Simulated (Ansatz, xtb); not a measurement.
Two isomers of C6H4O2S

We compare I, `Oc1cc2occc2s1`, a singlet, with II, `Oc1cc2sccc2o1`, a singlet. Both are isolated molecules in the gas phase, relaxed with B3LYP/def2-SVP; the shapes shown needn't be the lowest conformers.

I (Å):

```yaml
atoms:
  - { symbol: C, position_ang: [1.2574, 1.8100, 1.4027] }
  - { symbol: C, position_ang: [2.0848, 0.7195, 1.5008] }
  - { symbol: C, position_ang: [1.4126, -0.4236, 0.9795] }
  - { symbol: C, position_ang: [0.7012, -2.3568, 0.2685] }
  - { symbol: C, position_ang: [-0.3383, -1.4957, 0.0348] }
  - { symbol: C, position_ang: [0.1302, -0.2262, 0.5022] }
  - { symbol: O, position_ang: [1.5709, 3.0596, 1.8037] }
  - { symbol: O, position_ang: [1.7714, -1.7194, 0.8421] }
  - { symbol: S, position_ang: [-0.3279, 1.4473, 0.6815] }
  - { symbol: H, position_ang: [0.8434, 3.6710, 1.6307] }
  - { symbol: H, position_ang: [3.0898, 0.7576, 1.9163] }
  - { symbol: H, position_ang: [0.8268, -3.4205, 0.0872] }
  - { symbol: H, position_ang: [-1.2973, -1.7505, -0.4099] }
```

II (Å):

```xyz
13

C     1.5261    1.6899    1.0840
C     2.2723    0.6878    1.6483
C     1.5440   -0.5090    1.3239
C     0.0707   -2.3820    0.6111
C    -0.4296   -1.1765    0.1770
C     0.4298   -0.1308    0.5978
O     1.7214    3.0106    1.0670
O     0.4129    1.2335    0.4453
S     1.5659   -2.2311    1.5168
H     0.9970    3.4280    0.5783
H     3.1959    0.8160    2.2043
H    -0.3523   -3.3727    0.4535
H    -1.3465   -1.0608   -0.4002
```

Estimate E(II) − E(I) at the level CCSD(T)/def2-SVP + ΔMP2/def2-TZVPP.

Calculated at CCSD(T)/def2-SVP + ΔMP2/def2-TZVPP: E(II) − E(I) = −24.8 kJ/mol, so structure II lies lower.

Level by level:

```
                             level        geometry  E(II) − E(I) (kJ/mol)  departure from the last row (kJ/mol)  job, with rough time for the two
                          GFN2-xTB        GFN2-xTB                   −14.8                                  +9.9              optimisation, 0.16 s
                         HF/STO-3G        GFN2-xTB                   −22.1                                  +2.7              single point, 0.52 s
                r2SCAN-D4/def2-SVP        GFN2-xTB                   −26.0                                  −1.3               single point, 5.1 s
                    B3LYP/def2-SVP  B3LYP/def2-SVP                   −25.4                                  −0.6                optimisation, 37 s
                       HF/def2-SVP  B3LYP/def2-SVP                   −32.0                                  −7.3           part of the CCSD(T) run
                      MP2/def2-SVP  B3LYP/def2-SVP                   −27.2                                  −2.4           part of the CCSD(T) run
                  CCSD(T)/def2-SVP  B3LYP/def2-SVP                   −25.6                                  −0.9                      single point
CCSD(T)/def2-SVP + ΔMP2/def2-TZVPP  B3LYP/def2-SVP                   −24.8                                                   single point, 2.2 min
```

As drawn, both hold the same kinds of bond in the same numbers.

None of the levels shown reverses the order. The largest departure from CCSD(T)/def2-SVP + ΔMP2/def2-TZVPP is that of GFN2-xTB, 9.9 kJ/mol. The last row adds to CCSD(T) the change of the MP2 difference between the two basis sets, here +0.9 kJ/mol.

With thermal terms from frequencies at re-optimised GFN2-xTB minima (ideal gas, soft modes damped towards free rotors, one conformer each, 298.15 K, 1 atm): on the last row, ΔE + ΔZPE = −24.4, ΔH = −24.8, ΔG = −24.1 kJ/mol.

The correlated steps freeze 13 core orbitals. Programs: Ansatz 0.2.0, xtb 6.7.1; the last row on 4 threads of Arm Neoverse V1 on a shared host.
